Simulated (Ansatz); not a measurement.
Reaction (hydrogenolysis of the Al–Cl bond): `C[N](C)[Al]([Cl])[Cl]` + H₂ → `C[N](C)[AlH][Cl]` + HCl

Isolated molecules relaxed with PBE0-D4/def2-TZVP in Ansatz; ΔE leaves out vibrations. CCSD(T)/CBS adds triple-zeta CCSD(T) − MP2 to the extrapolated MP2 energy (def2 sets, frozen cores). This one scheme is used for every species. Each species was taken in one conformer, which may not be the lowest.

| species | CCSD(T)/CBS(def2) energy (Eh) |
| --- | --- |
| `C[N](C)[Al]([Cl])[Cl]` | -1296.16308 |
| H₂ | -1.17544 |
| `C[N](C)[AlH][Cl]` | -836.90351 |
| HCl | -460.38127 |

Problem. Work out ΔE.

Solution. ΔE = (-836.90351) + (-460.38127) − (-1296.16308) − (-1.17544) = 0.05374 Eh = +141.1 kJ/mol.

Largest T1 diagnostic among the species: 0.011.

The D4 term adds +8.1 kJ/mol with B3LYP and +4.6 kJ/mol with PBE0; it sums over pairs of atoms, weighted by their polarisabilities, and B3LYP, whose exchange is more repulsive, gets the larger term. At CCSD(T), def2-SVP lies −8.9 kJ/mol from the extrapolated value and def2-TZVPP −4.8 kJ/mol. From BLYP to BHLYP (50 % exact exchange), in def2-TZVPP and without D4, ΔE moves by +5.5 kJ/mol.

B3LYP here is the variant with VWN-RPA as its local correlation; programs differ in this.
